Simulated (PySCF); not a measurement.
Zr(OH)3 (H3O3Zr), SMILES [OH][Zr]([OH])[OH] (connectivity only; charge and spin as stated), neutral, multiplicity 2. Coordinates come from a PBE0-D3(BJ)/def2-SVP optimisation. The multiplicity is an assumed one; other spin states were not compared. The isomer is the one that the SMILES or the coordinates give; other isomers of the formula were not compared. The def2 effective core potentials stand for the cores of Zr; spin–orbit coupling is left out. The values are those of a single conformer.

Computed with PBE0-D3(BJ)/def2-SVP (PySCF).

Harmonic wavenumbers (cm⁻¹): 82, 157, 157, 214, 321, 321, 418, 418, 437, 700, 727, 727, 4030, 4030, 4034. Rotational constants (GHz): 4.980, 4.980, 2.490; symmetry number 6.

Work out the zero-point energy and the ideal-gas rigid-rotor harmonic-oscillator thermochemistry at 298.15 K and 1 atm.

ZPE = ½ Σ hcν = ½ × 16777 cm⁻¹ = 23.98 kcal/mol. H − E(el) = 29.20 kcal/mol. Entropy in cal/(mol K): translation 40.77, rotation 22.50, vibration 17.11, spin 1.38, total 81.75. G − E(el) = 4.82 kcal/mol. Cp = 25.42 cal/(mol K). Modes under 150 cm⁻¹ make the vibrational entropy uncertain.
